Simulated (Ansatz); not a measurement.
Cartesian coordinates in Å:
```
S 0.446 -2.046 1.392
Si 1.400 -0.621 0.123
Sn -0.499 0.605 -1.093
S -2.239 0.737 0.593
H -0.639 -1.262 1.586
H 2.227 0.363 0.873
H 2.289 -1.367 -0.804
H -0.158 2.195 -1.619
H -1.220 -0.293 -2.349
H -1.606 1.690 1.298
```

Charge 0, multiplicity 1. Sn: def2 effective core potential.

(1) List the CAM-B3LYP/def2-TZVPP orbital energies in eV (the Gaussian-basis code of Ansatz). (Best estimate.)

## Answers

(1) Ansatz gave: Occupied: -2419.77, -2419.75, -1801.80, -217.83, -217.78, -162.40, -162.35, -162.33, -162.28, -162.21, -162.15, -146.33, -141.26, -101.68, -101.64, -101.62, -96.20, -96.11, -96.10, -30.37, -30.30, -30.25, -30.19, -30.17, -22.33, -21.77, -17.05, -15.55, -13.03, -12.77, -11.83, -11.31, -10.76, -10.17, -9.64, -8.88, -8.44. Lowest empty: -0.16, 0.34, 0.91, 1.34, 1.66, 1.87, 2.26, 2.37.
